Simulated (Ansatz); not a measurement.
Two members of one family (Series ZrCl3X), computed with Ansatz in the gas phase; def2 core potentials for Zr, no spin–orbit coupling. Binding counts from free atoms in the multiplicity of their measured ground term, without zero-point energy. Names give formal oxidation states. A dash marks a value that wasn't run or was left out as unsound. The structures are stationary points that may keep the symmetry of their start. Remarks come from the PBE and PBE0 runs and from stability tests at other levels; not every state was tested. HOMO above LUMO (over both spins in singlets and doublets, within one spin in higher multiplets; at PBE or PBE0), or a gap under 0.15 eV within one spin, warns that the state may not be the lowest or that an electron is smeared out.

First: Zr(OH)Cl3 (singlet, charge 0, PBE-D4/def2-SVP geometry).

Cartesian coordinates in Å:
```
Zr 0.090 0.291 -0.272
O -0.330 -1.058 0.988
H -0.543 -1.747 1.633
Cl 1.808 -0.483 -1.681
Cl 0.803 2.218 0.875
Cl -1.829 0.778 -1.543
```

```csv
level,HOMO (eV),LUMO (eV),gap (eV),vertical IE (eV),vertical triplet (eV),binding per atom (eV)
PBE-D4/def2-SVP,-7.79,-2.66,5.13,–,–,–
PBE-D4/def2-TZVP,-7.92,-2.86,5.07,10.63,5.23,–
r2SCAN-D4/def2-TZVP,-8.32,-2.75,5.56,10.93,5.45,–
PBE0-D4/def2-TZVP,-9.31,-2.09,7.22,11.20,5.56,4.26
ωB97X-V/def2-TZVP,-11.69,0.04,11.73,–,–,4.29
```

Metal–donor distances: 1 × O 1.89 Å, 3 × Cl 2.35 Å. Remarks: gap within one spin near zero at PBE or PBE0 (+1 doublet), gap within one spin near zero at PBE or PBE0 (triplet).

Second: Zr(NH2)Cl3 (singlet, charge 0, PBE-D4/def2-SVP geometry).

```xyz
7

Zr    0.001    0.226   -0.695
N     0.035   -0.452    1.189
H    -0.543   -1.216    1.564
H     0.602   -0.061    1.952
Cl   -0.836   -1.520   -2.031
Cl    2.187    0.932   -1.206
Cl   -1.446    2.090   -0.773
```

**Question.** Estimate the same table for the second.

**Answer.** 
```csv
level,HOMO (eV),LUMO (eV),gap (eV),vertical IE (eV),vertical triplet (eV),binding per atom (eV)
PBE-D4/def2-SVP,-6.87,-2.94,3.93,–,–,–
PBE-D4/def2-TZVP,-7.01,-3.10,3.91,9.88,4.32,–
r2SCAN-D4/def2-TZVP,-7.34,-2.97,4.37,10.03,4.38,–
PBE0-D4/def2-TZVP,-8.40,-2.29,6.11,10.23,4.37,3.98
ωB97X-V/def2-TZVP,-10.83,-0.13,10.70,–,–,4.00
```

Metal–donor distances: 1 × N 2.00 Å, 3 × Cl 2.35 to 2.36 Å.
